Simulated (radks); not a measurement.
Ionisation of the zinc ion Zn+, [Ar] 3d10 4s1, to [Ar] 3d10 as the strength of local exchange is varied. Method: Dirac Kohn-Sham, Slater X-alpha exchange (alpha = 2/3 is LDA exchange), no correlation, spin-unpolarised, spherical densities, finite nucleus; Fermi nuclear charge, rms radius 3.9283 fm; computed with a radial shooting solver on a logarithmic mesh with Libxc functionals.

alpha = 0.583: E(Zn+) (hartree) -1782.13301; exchange (hartree) -57.36933; IE (eV) 16.987; -e of the level emptied (eV) 12.577 (4s1/2); <r> of it (bohr) 2.455
alpha = 0.621: E(Zn+) (hartree) -1785.87656; exchange (hartree) -61.24632; IE (eV) 17.284; -e of the level emptied (eV) 12.869 (4s1/2); <r> of it (bohr) 2.436
alpha = 0.667: E(Zn+) (hartree) -1790.41949; exchange (hartree) -65.96187; IE (eV) 17.646; -e of the level emptied (eV) 13.226 (4s1/2); <r> of it (bohr) 2.413
alpha = 0.782: E(Zn+) (hartree) -1801.83069; exchange (hartree) -77.85747; IE (eV) 18.562; -e of the level emptied (eV) 14.137 (4s1/2); <r> of it (bohr) 2.358
alpha = 0.812: E(Zn+) (hartree) -1804.82016; exchange (hartree) -80.98568; IE (eV) 18.804; -e of the level emptied (eV) 14.379 (4s1/2); <r> of it (bohr) 2.344
alpha = 0.891: E(Zn+) (hartree) -1812.71739; exchange (hartree) -89.27260; IE (eV) 19.445; -e of the level emptied (eV) 15.025 (4s1/2); <r> of it (bohr) 2.308

NIST Atomic Spectra Database: 17.964 eV (measured). The Delta-SCF value meets it near alpha = 0.71. Spin polarisation and multiplet splitting are left out, so open shells lie too high by an amount that depends on their filling.

Beside tabulated values, note that spin-unpolarised runs miss the spin-polarisation part of the exchange energy of open shells.
